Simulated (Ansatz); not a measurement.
The cluster Ge₃O₃ (the lowest singlet isomer of a short search). Total charge 0; singlet. Geometry r2SCAN-D4/def2-SVP, basis def2-TZVP, Ansatz.

```csv
atom,x (Å),y (Å),z (Å)
Ge1,-0.023,1.827,0.680
Ge2,-0.612,-0.373,-1.813
Ge3,0.635,-1.454,1.133
O4,0.030,-1.503,-0.565
O5,-0.527,1.197,-0.931
O6,0.498,0.306,1.496
```

```json
{"run": "A", "HOMO (eV)": "-6.07", "LUMO (eV)": "-2.84"}
{"run": "B", "HOMO (eV)": "-7.15", "LUMO (eV)": "-2.04"}
{"run": "C", "HOMO (eV)": "-6.36", "LUMO (eV)": "-2.81"}
{"run": "D", "HOMO (eV)": "-5.99", "LUMO (eV)": "-2.75"}
{"run": "E", "HOMO (eV)": "-8.42", "LUMO (eV)": "-1.00"}
```

The structure comes from a short search, and lower isomers may exist.

Task: The runs used CAM-B3LYP, PBE, PBE0, r2SCAN, revPBE. Estimate which is which.

Result: A PBE (0 % exact exchange); B PBE0 (25 % exact exchange); C r2SCAN (0 % exact exchange); D revPBE (0 % exact exchange); E CAM-B3LYP (range-separated). Exact exchange lowers occupied and raises empty levels; among semilocal functionals meta-GGAs tend to open the gap a little, and such runs are hard to tell apart. The gap grows from 3.23 eV (PBE) to 7.42 eV (CAM-B3LYP).
